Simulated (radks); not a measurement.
Q: These are the eigenvalues of the occupied orbitals of an atom or ion with whole-number occupations (eV). All-electron calculation, Dirac Kohn-Sham, BLYP, spin-unpolarised, spherical densities, point nucleus. Program: a radial shooting solver on a logarithmic mesh with Libxc functionals.

orbital  eigenvalue
1s1/2     -7656.157
2s1/2     -962.1346
2p1/2     -843.1674
2p3/2     -828.3358
3s1/2     -162.2967
3p1/2     -126.4420
3p3/2     -124.4772
3d3/2      -66.0058
3d5/2      -65.7605

Which element is it, and in what charge state? The configuration may be excited. Open shells, if any, fill j = l - 1/2 first.

A: Z = 27, cobalt, charge +4: Co4+ in [Ar] 3d5. The list shows which subshells hold electrons but not how many an open one holds; the 1s level, -281.36 hartree, gives Z - s = 23.7 by -(Z - s)^2/2, which with screening and relativity narrows Z to a few neighbours, and the depths of the outer levels then fix element, charge and occupations together.
